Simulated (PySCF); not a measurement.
## Removing an electron from `FC(F)=C(F)/C=C\O[SiH3]`

C₄H₅F₃OSi.
Structure used (PBE0-D3(BJ)/def2-SVP), in Å, numbered top down from 1:
```
atom  x, y, z in Å
F1    -3.845    0.007    1.442
C2    -3.062   -0.113    0.402
F3    -3.732   -0.338   -0.704
C4    -1.723   -0.017    0.444
F5    -1.168    0.215    1.632
C6    -0.877   -0.153   -0.718
C7     0.466   -0.090   -0.758
O8     1.245    0.113    0.315
Si9    2.925    0.205    0.324
H10   -1.391   -0.326   -1.665
H11    0.973   -0.212   -1.724
H12    3.502   -1.061   -0.218
H13    3.308    0.405    1.743
H14    3.375    1.349   -0.524
```

Level: B3LYP/def2-SVPD (PySCF). Frontier orbitals with their largest atomic shares (Löwdin; up to four atoms above 4 %):

```csv
orbital,ε (eV),main atoms
HOMO−3,-9.76,"Si9 32 %, H14 21 %, H12 20 %, O8 8 %"
HOMO−2,-9.25,"O8 44 %, Si9 14 %, C7 9 %, H13 8 %"
HOMO−1,-8.37,"C6 21 %, C4 20 %, O8 14 %, F5 13 %"
HOMO,-6.12,?
LUMO,-1.03,"C7 25 %, C2 19 %, C6 16 %, C4 11 %"
LUMO+1,-0.44,"Si9 36 %, H12 11 %, H14 11 %, H13 10 %"
LUMO+2,0.25,"Si9 39 %, H13 10 %, H14 9 %, H12 9 %"
```

Problem. What vertical ionisation energy does ΔSCF give, and how far is −ε(HOMO) from it?

Solution. ΔSCF: 8.21 eV (792 kJ/mol; threshold wavelength 151 nm); ⟨S²⟩ of the doublet left behind is 0.758, against 0.75 for a pure doublet. −ε(HOMO) is 6.12 eV, 2.09 eV below it. In exact Kohn–Sham theory the two would be equal; B3LYP (global hybrid, 20 % exact exchange) falls short of its own ΔSCF value by 25 %.

Problem. On which atoms does the HOMO lie?

Solution. C2 (=CF2 carbon) 19 %, C7 (vinylic carbon bearing oxygen) 17 %, C6 (alkene CH carbon) 16 %, C4 (vinylic C–F carbon) 14 %, so no atom holds as much as 40 %. The HOMO−1 lies 2.25 eV lower.

Problem. What kinetic energy would electrons from this vertical process carry with 118.2 nm light (10.49 eV)?

Solution. 10.49 − 8.21 = 2.28 eV.

Problem. How many of the 10 lowest singlet excitations (vertical TDDFT, same level) lie below the ionisation energy?

Solution. All 10; they run from 4.88 to 7.06 eV.

Isolated species at its PBE0-D3(BJ)/def2-SVP geometry (one conformer only).

The run behind these numbers computed excited states and ΔSCF ions as well. On one thread, Arm Neoverse N1 (aarch64), shared host, this took 3.0 min of wall time and 1.1 GiB of memory at its peak.
